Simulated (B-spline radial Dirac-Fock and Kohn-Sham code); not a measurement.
## Relativistic shifts of the levels of Sm⁵⁺

System: Sm⁵⁺ in the configuration [Xe] 4f3.

Both columns are ΔSCF binding energies of the configuration average from a radial atomic solver: non-relativistic Hartree-Fock with a point nucleus, and Dirac-Fock with a finite nucleus and the Coulomb interaction alone, averaged over the two j levels with weights 2j+1.

| shell | Hartree-Fock (eV) | Dirac-Fock (eV) | shift (eV) | shift (%) |
| --- | --- | --- | --- | --- |
| 1s | 44510.7 | 47111.6 | +2600.90 | +5.84 |
| 2s | 7188.4 | 7851.6 | +663.22 | +9.23 |
| 2p | 6811.9 | 7019.2 | +207.23 | +3.04 |
| 3s | 1671.9 | 1824.2 | +152.35 | +9.11 |
| 3p | 1505.2 | 1556.7 | +51.53 | +3.42 |
| 3d | 1197.6 | 1182.4 | -15.26 | -1.27 |
| 4s | 409.4 | 444.5 | +35.09 | +8.57 |
| 4p | 342.8 | 353.0 | +10.22 | +2.98 |
| 4d | 223.1 | 218.4 | -4.61 | -2.07 |
| 4f | 88.08 | 82.33 | -5.76 | -6.54 |
| 5s | 109.0 | 115.4 | +6.40 | +5.87 |
| 5p | 86.06 | 87.36 | +1.30 | +1.51 |

Relativity binds 1s, 2s, 2p, 3s, 3p, 4s, 4p, 5s, 5p more strongly, among those listed most of all 2s in relative terms, and 3d, 4d, 4f more weakly, because the contracted s and p shells screen the nucleus better.

Values without a named source are computed, but for edge energies of neutral atoms, which are taken from tables.
